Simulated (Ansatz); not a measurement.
`N[SiH]1CN1`, relaxed with RKS PBE-D4/def2-SVP in Ansatz from a rough embedded geometry. The force threshold is 0.03 eV/Å; the program also tests the step.

Total charge 0; spin multiplicity 1.

Start:

```xyz
10

N     1.578   -0.737   -0.007
Si    0.551    0.415   -0.518
C    -1.209   -0.085   -0.500
N    -0.585    0.175    0.751
H     1.169   -1.659   -0.082
H     1.678   -0.628    1.038
H     0.968    1.809   -0.184
H    -1.946    0.743   -0.802
H    -1.430   -1.043   -0.857
H    -0.773    1.010    1.161
```

```csv
step,energy (eV),largest force (eV/Å),largest move (Å)
1,-11975.5208,4.918,0.000
2,-11976.6871,2.188,0.195
3,-11977.1696,0.578,0.200
4,-11977.3309,0.348,0.200
5,-11977.3568,0.835,0.193
6,-11977.3988,0.366,0.200
7,-11977.4164,0.437,0.200
8,-11977.4339,0.527,0.200
9,-11977.4464,0.177,0.044
10,-11977.4474,0.190,0.195
11,-11977.4531,0.091,0.079
12 (rejected),-11977.4519,0.298,0.053
13 (rejected),-11977.4530,0.330,0.026
14,-11977.4543,0.019,0.013
15,-11977.4549,0.339,0.098
16 (rejected),-11977.4492,0.215,0.064
17,-11977.4561,0.090,0.032
18 (rejected),-11977.4554,0.125,0.075
19,-11977.4568,0.036,0.037
20,-11977.4574,0.017,0.025
```

End:

```xyz
10

N     1.672   -0.895    0.061
Si    0.469    0.334   -0.073
C    -1.294    0.110   -0.604
N    -0.986    0.276    0.860
H     1.418   -1.831    0.384
H     2.624   -0.646    0.336
H     1.172    1.621   -0.381
H    -1.791    0.956   -1.128
H    -1.756   -0.861   -0.883
H    -1.526    0.935    1.428
```

Hardware: 2 threads of an Intel Xeon 6975P-C on a shared host. Wall time 15 s, peak host memory 0.14 GiB.
